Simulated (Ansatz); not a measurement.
Compare A (`C#C[SiH2][Te]C`) with its isomer B (`CC1=C[Te][SiH2]1`).

Computed with Ansatz on PBE0-D4/def2-TZVP structures; ΔE is electronic, products minus reactants. CCSD(T)/CBS adds triple-zeta CCSD(T) − MP2 to the extrapolated MP2 energy (def2 sets, frozen cores). Functionals use def2-TZVPP. def2 core potentials past Kr. For Te outer-core shells are correlated without core-valence functions, which leaves a few kJ/mol of doubt a bond. Each species was taken in one conformer, which may not be the lowest.

Q: Which is lower in electronic energy at CCSD(T)/CBS, and by how much? (Best estimate.)

A: Computed: B, by 13.1 kcal/mol.

Q: Give E(B) − E(A) in kcal/mol with HF/def2-TZVPP, CCSD(T)/def2-TZVPP, PBE-D4, MP2/def2-TZVPP, PBE0-D4, ωB97M-V, CCSD/def2-TZVPP. (An estimate is asked.)

A: Ansatz gave: HF/def2-TZVPP -7.5, CCSD(T)/def2-TZVPP -13.5, PBE-D4 -18.7, MP2/def2-TZVPP -13.7, PBE0-D4 -19.5, ωB97M-V -14.4, CCSD/def2-TZVPP -12.6. None reverses the order clearly.

Largest T1 diagnostic: 0.012.

In def2-TZVPP, CCSD(T) changes the Hartree–Fock value by −6.0 kcal/mol (the triples alone add −0.9 kcal/mol) and MP2 by −6.1 kcal/mol. From PBE to PBE0 (25 % exact exchange), in def2-TZVPP and without D4, E(B) − E(A) moves by −1.0 kcal/mol.
